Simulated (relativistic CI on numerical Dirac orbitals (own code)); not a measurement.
## What each ingredient does to the levels of Br23+

Base calculation: Dirac-Coulomb-Breit CI, orbitals from a KLI potential per configuration, model QED, unscaled Slater integrals.

CI space (outside the closed core [Ne]): 3s2, 3s.3p, 3p2, 3s.3d, 3d2, 3p.3d, 3p.4s, 3d.4s, 3s.4s, 3s.4p, 3s.4d, 3s.4f, 3s.5s, 3s.5p, 3s.5d, 4s2. Levels of other configurations are missing.

Variants: (1) valence Slater integrals scaled by 0.9; (2) configuration mixing switched off; (3) one mean potential for all configurations. Shifts of the energy above 3s2 1S_0, in cm⁻¹, for the lowest level and the first level of each name with at least 55 % of one term (blank where a level changes its place among those of its configuration and J or its character, or is not in the variant):

| Level | Base | Δ(1) | Δ(2) | Δ(3) |
| --- | --- | --- | --- | --- |
| 3s2 1S_0 | 0 | 0 | 0 | 0 |
| 3s.3p 3P°_0 | 372370 | +913 | -21500 | +267 |
| 3s.3p 3P°_1 | 393093 | +283 | -20695 | +269 |
| 3s.3p 3P°_2 | 460476 | +959 | -21330 | +266 |
| 3s.3p 1P°_1 | 604742 | -13069 | -549 | +331 |
| 3p2 3P_0 | 895020 | -2730 | -21734 | +620 |
| 3p2 1D_2 | 948015 | +1841 |  | +524 |
| 3p2 3P_1 | 954549 | -921 | -20604 | +576 |
| 3p2 3P_2 | 1033192 | +474 |  | +512 |
| 3s.3d 3D_1 | 1126335 | -2581 | -24773 | +259 |
| 3s.3d 3D_2 | 1132412 | -2634 | -25410 | +256 |
| 3s.3d 3D_3 | 1142209 | -2570 | -24781 | +249 |
| 3p2 1S_0 | 1148282 | -12301 | -21156 | +714 |
| 3s.3d 1D_2 | 1270128 | -17868 | -87068 | +375 |

At this charge energies of transitions that change n are usually good to better than 1 %, and those within a shell (Δn = 0) to a few per cent.

Ionisation energy from the two ground configurations alone: base 1065.63 eV. The NIST ASD value (semi-empirical) is 1070.6 eV.

LS names give the leading component of a level, which can be under half, so a name can repeat, a term be missing and a line seem to break the LS rules.
